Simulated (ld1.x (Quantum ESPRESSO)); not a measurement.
## Transferability test, TM potential for sulfur

| Item | Value |
| --- | --- |
| Element | sulfur |
| Generator | ld1.x (Quantum ESPRESSO) 7.5 |
| Type | norm-conserving Troullier–Martins (Kleinman–Bylander form) |
| Functional | PBE |
| Relativity | non-relativistic |
| Frozen core | [Ne] |
| Valence charge | 6 |
| Reference configuration | 3s2 3p3 (charge +1) |
| Partial waves | 3s (bound): rc 1.50 bohr; 3p (bound): rc 1.20 bohr; 3d channel at 0.3 Ry: rc 1.65 bohr |
| Local potential | all-electron potential smoothed inside 1.45 bohr (lloc = -1) |
| Core correction | none |

Energies are relative to the spin-unpolarised reference configuration 3s2 3p3; without spin polarisation the order of configurations can differ from experiment. The frozen-core shift is the all-electron ΔE with the core orbitals held at their reference shape minus the fully relaxed ΔE.

```tsv
valence configuration	charge	ΔE all-electron (eV)	error AE − PS (meV)	frozen-core shift (meV)
3s2 3p4	0	-11.782	+3.8	+0.8
3s2 3p2	+2	22.296	+8.9	+3.5
3s2 3p1	+3	56.346	+49	+24
3s2 3p4.3	-0.3	-13.495	+5.4	+1.0
3s1 3p4	+1	10.741	+3.0	+0.3
3s2 3p0	+4	103.145	+156	+84
```

(1) What are ΔE and the potential's error for 3s2 3p3.5?

Answers

(1) ΔE = -7.116 eV all-electron; the error (AE − PS) is +1.2 meV.
